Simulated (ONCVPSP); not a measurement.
PBE ONCV dataset for zinc, scalar-relativistic all-electron reference.

zinc (Zn), optimised norm-conserving Vanderbilt (ONCV), made with ONCVPSP 4.0.1 (PBE, scalar-relativistic). Core [Ar], reference 3d10 4s1 4p1. Waves: 4s: rc 2.00 bohr, ncon 3, nbas 6, qcut 2.6 1/bohr, 2 projectors, debl 2.6 Ha; 4p: rc 2.00 bohr, ncon 4, nbas 7, qcut 4 1/bohr, 2 projectors, debl 2.7 Ha; 3d: rc 1.45 bohr, ncon 4, nbas 8, qcut 9.3 1/bohr, 3 projectors, debl 2.1 Ha. Local part: polynomial inside 1.20 bohr (lpopt 4, dvloc0 -1 Ha). Core correction: Teter function, fcfact 1.75, rcfact 1.2.

- Cutoffs needed: 41 Ha and 96 Ha (the cutoffs (Ha) at which the residual kinetic energy of the hardest occupied pseudo-wave falls to 1 and 0.1 mHa per electron)
- Ghost test: no bound ghost flagged; GHOST(+) flagged for s at 81.7 eV, p at 141.3 eV
- Largest excitation error: +119 meV (all-electron minus pseudo) for 3d9 4s2 4p0, out of 4 test configurations
- rms error of d²Exc/dni dnj: 4.65 mHa without and 3.57 mHa with the model core
